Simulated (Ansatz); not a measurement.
Reaction (cleavage of the Si–B bond): `B[SiH]1BO1` + NH₃ → `N[SiH]1BO1` + BH₃

Isolated molecules relaxed with PBE0-D4/def2-TZVP in Ansatz; ΔE leaves out vibrations. CCSD(T)/CBS is the MP2 limit (def2-TZVPP, def2-QZVPP) plus CCSD(T) − MP2 in def2-TZVPP, frozen cores. This one scheme is used for every species. Functionals use def2-TZVPP. Each species was taken in one conformer, which may not be the lowest.

```tsv
level	ΔE (kJ/mol)
CAM-B3LYP-D4	-72.7
LC-ωPBE	-70.3
RPA@PBE/def2-TZVPP	-63.9
HF/def2-QZVPP	-93.4
```

(1) What does CCSD(T)/CBS give? (An estimate is asked.)

(2) What do rigid-rotor, harmonic-oscillator terms from PBE0-D4/def2-TZVP frequencies (298.15 K, 1 bar) make of the CCSD(T)/CBS value? (An estimate is asked.)

Largest T1 diagnostic among the species: 0.021, so the coupled-cluster value is less sure than usual.

Results:

(1) The calculation gave: -65.8 kJ/mol. The listed levels differ from it by -6.9, -4.5, 1.9, -27.6 kJ/mol.

(2) The calculation gave: ΔZPE = -4.9 kJ/mol, ΔH = -71.3 kJ/mol, ΔS = -10 J/(mol·K), ΔG = -68.3 kJ/mol.

From PBE to PBE0 (25 % exact exchange), in def2-TZVPP and without D4, ΔE moves by −14.9 kJ/mol. Leaving LDA and LC-ωPBE aside and taking each functional with its dispersion term where it has one, the values, not all of them listed here, spread over 39.1 kJ/mol, from BHLYP-D4 to PBE-D4. At CCSD(T), def2-SVP lies +9.4 kJ/mol from the extrapolated value and def2-TZVPP +0.4 kJ/mol.
